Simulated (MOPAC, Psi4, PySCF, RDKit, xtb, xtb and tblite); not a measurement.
Two geometries of SMILES CC[SiH2]N, singlet, relaxed at GFN2-xTB with one dihedral held; other torsions can differ between them too.

Structure A

```
13

C      1.9593    -0.0722     0.2539
C      0.5888     0.5869     0.3662
Si    -0.8626    -0.6374     0.2467
N     -1.1901    -1.1486     1.8608
H      2.0604    -0.5875    -0.6989
H      2.7557     0.6681     0.3245
H      2.1063    -0.8008     1.0492
H      0.4969     1.3294    -0.4276
H      0.5306     1.1347     1.3075
H     -2.0954     0.0158    -0.1983
H     -0.5090    -1.7079    -0.7031
H     -0.4192    -1.3922     2.4625
H     -1.9563    -1.7823     2.0204
```

Structure B

```
13

C     -1.9380    -0.0339     0.2586
C     -0.5665     0.6214     0.3538
Si     0.8507    -0.6375     0.2324
N      2.2776     0.2816    -0.0736
H     -2.0487    -0.5516    -0.6914
H     -2.7341     0.7058     0.3377
H     -2.0722    -0.7621     1.0559
H     -0.4709     1.3601    -0.4435
H     -0.5040     1.1724     1.2944
H      0.7140    -1.5174    -0.9304
H      0.8670    -1.4562     1.4596
H      2.4434     1.1196     0.4605
H      3.1453    -0.2120    -0.2034
```

Task: Which is lower in energy at the level Psi4 with DF-MP2 (frozen core)/cc-pVTZ // GFN2-xTB, and by how much?

Result: B is lower, by 1.89 kJ/mol (dihedral C1–C2–Si3–N4: 90° in A, 165° in B).

E(B) − E(A) in kJ/mol at the other levels, on the same two geometries: GFN2-xTB (xtb and tblite) -2.30; MMFF94 // GFN2-xTB (RDKit) -1.65; B3LYP/def2-TZVP // GFN2-xTB (Psi4) -2.10; B3LYP-D3(BJ)/def2-TZVP // GFN2-xTB (Psi4) -1.63; PBE/def2-TZVP // GFN2-xTB (Psi4) -1.97; PBE-D3(BJ)/def2-TZVP // GFN2-xTB (Psi4) -1.65; wB97X-D/def2-TZVP // GFN2-xTB (Psi4) -1.62; HF/cc-pVTZ // GFN2-xTB (Psi4) -2.34; UFF // GFN2-xTB (RDKit) -2.98; PM6, restricted, heats of formation // GFN2-xTB (MOPAC) 0.81; PM3, restricted, heats of formation // GFN2-xTB (MOPAC) -1.10; GFN1-xTB // GFN2-xTB (xtb) -0.93; restricted B3LYP/6-31G*, spherical d // GFN2-xTB (PySCF) -1.88; restricted B3LYP/LANL2DZ, with its core potentials past Ne // GFN2-xTB (PySCF) -1.42; restricted Hartree-Fock/LANL2DZ, with its core potentials past Ne // GFN2-xTB (PySCF) -1.62; restricted LDA (SVWN5)/6-31G*, spherical d // GFN2-xTB (PySCF) -1.81.
